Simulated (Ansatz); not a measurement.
Input for Ansatz (development build ahead of 0.2.0):

```yaml
crystal:
  periodic: [false, false, false]
  atoms:
    - { symbol: Be, position_ang: [-0.02152, -0.03615, -0.91933] }
    - { symbol: O, position_ang: [-0.03454, 0.00101, 0.48229] }
basis:
  gaussian: { orbitals: cc-pVTZ }
hamiltonian:
  xc: hf
```

The input is written out in the form of the current development build from the run's settings.

Output:

```yaml
Converged: yes
Total_energy: -89.43318 hartree
Spin_squared_of_the_determinant: 0.000
```

Caution: in another basis set an unrestricted determinant lies well below.
